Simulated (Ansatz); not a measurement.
```xyz
6

Li    2.5220    0.0000    0.0000
Li    1.2610    2.1841    0.0000
Li   -1.2610    2.1841    0.0000
Li   -2.5220    0.0000    0.0000
Li   -1.2610   -2.1841    0.0000
Li    1.2610   -2.1841    0.0000
```

Basis set: def2-SVP (spherical functions). All electrons are correlated. Charge 0, multiplicity 1.

Computed with Ansatz (development build ahead of 0.2.0); each method stands on the lowest determinant of its kind that the runs found. Restricted open shells among the atoms or ions are ROHF, correlated in semicanonical orbitals with singles.

Question: Give the atomization energy at this shape (free ground-state atoms in the same class of orbitals less the molecule, no zero-point energy) of singlet Li₆ by RHF-MP2, RHF.

Answer:

```
 method  atomization energy
RHF-MP2             1.41 eV
    RHF            -0.75 eV
```

Caution: no unrestricted run beside it, a lower state can exist; the shape is not the minimum.
